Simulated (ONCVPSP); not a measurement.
**Configuration tests for iodine (I) (ONCV)**

```
Element                 : iodine
Generator               : ONCVPSP 4.0.1
Type                    : optimised norm-conserving Vanderbilt (ONCV)
Functional              : PBE
Relativity              : scalar-relativistic
Frozen core             : [Kr]
Valence charge          : 17
Reference configuration : 4d10 5s2 5p4 (charge +1)
Partial waves           : 5s: rc 1.80 bohr, ncon 3, nbas 8, qcut 3.1 1/bohr, 2 projectors, debl 0.7 Ha; 5p: rc 1.55 bohr, ncon 4, nbas 7, qcut 5.3 1/bohr, 2 projectors, debl 1.9 Ha; 4d: rc 1.40 bohr, ncon 5, nbas 9, qcut 13.6 1/bohr, 1 projector
Local potential         : polynomial inside 1.40 bohr (lpopt 5, dvloc0 3 Ha)
Core correction         : Teter function, fcfact 6, rcfact 1.1
```

In the s channel the program set the typed energies aside and used -0.965, 0.250 Ha.

Energies are relative to the spin-unpolarised reference configuration 4d10 5s2 5p4; without spin polarisation the order of configurations can differ from experiment.

| valence configuration | charge | ΔE all-electron (eV) | error AE − PS (meV) |
| --- | --- | --- | --- |
| 4d10 5s2 5p5 | 0 | -11.131 | +2.7 |
| 4d10 5s2 5p3 | +2 | 19.846 | -4.9 |
| 4d10 5s2 5p2 | +3 | 49.175 | -8.7 |
| 4d10 5s1 5p6 | 0 | -0.717 | -2.1 |

Levels in the configuration 4d10 5s1 5p6:

```csv
level,all-electron (eV),pseudo (eV)
4d,-51.586,-51.729
5s,-18.126,-18.138
5p,-7.619,-7.618
```

Note: ghosts flagged at negative energy: p at -122.5 eV; GHOST(+) flagged for s at 32.0 eV. A true bound ghost makes a file unfit for plane-wave use.
